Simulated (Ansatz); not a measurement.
CH$_{5}$BN$_{2}$Zn, SMILES `B[N]1C[NH][Zn]1`. The species carries charge 0 and has multiplicity 1. The structure was optimised at the PBE0-D4/def2-TZVP level.

```xyz
10

B    -0.894   -1.553    0.408
N     0.101   -0.613    0.254
C    -0.038    0.749   -0.318
N     1.308    1.283   -0.566
Zn    1.956   -0.208    0.427
H    -0.631   -2.613    0.910
H    -2.019   -1.317    0.044
H    -0.624    1.384    0.356
H    -0.567    0.651   -1.275
H     1.409    2.236   -0.241
```

What is the dipole moment at PBE/def2-TZVPP? (An estimate is asked.)

The calculation gave: 3.36 D, with components (2.97, 1.09, 1.12) D in this frame, pointing from negative to positive charge.

And with r2SCAN, B3LYP, ωB97M-V? (An estimate is asked.)

Computed: r2SCAN 3.58 D, B3LYP 3.76 D, ωB97M-V 4.44 D.

Give the Mulliken charges with PBE, B3LYP, r2SCAN in def2-TZVPP. (An estimate is asked.)

Ansatz gave: 
```csv
atom,PBE,B3LYP,r2SCAN
B1,-0.12,-0.12,-0.04
N2,-0.01,-0.10,-0.14
C3,0.04,0.07,0.18
N4,-0.33,-0.39,-0.43
Zn5,0.16,0.26,0.28
H6,-0.03,-0.02,-0.04
H7,-0.02,-0.01,-0.04
H8,0.09,0.09,0.05
H9,0.09,0.09,0.05
H10,0.14,0.13,0.15
```

B3LYP here is the variant with VWN-RPA as its local correlation; programs differ in this.
